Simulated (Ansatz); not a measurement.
Species: C₉H₇NSSi, SMILES `c1cccc2c(C#N)c(sc12)[SiH3]` (charge 0, multiplicity 1), formula C₉H₇NSSi.

**Question.** How many basis functions does Ansatz (a first-principles code) with frozen-core CCSD(T)/cc-pVDZ // PBE-D3(BJ)/def2-SVP use, how many core orbitals are frozen, and how many electrons are correlated?

**Answer.** 211 basis functions and 20 frozen orbitals, which leaves 58 correlated electrons. Core time is of the order of minutes.
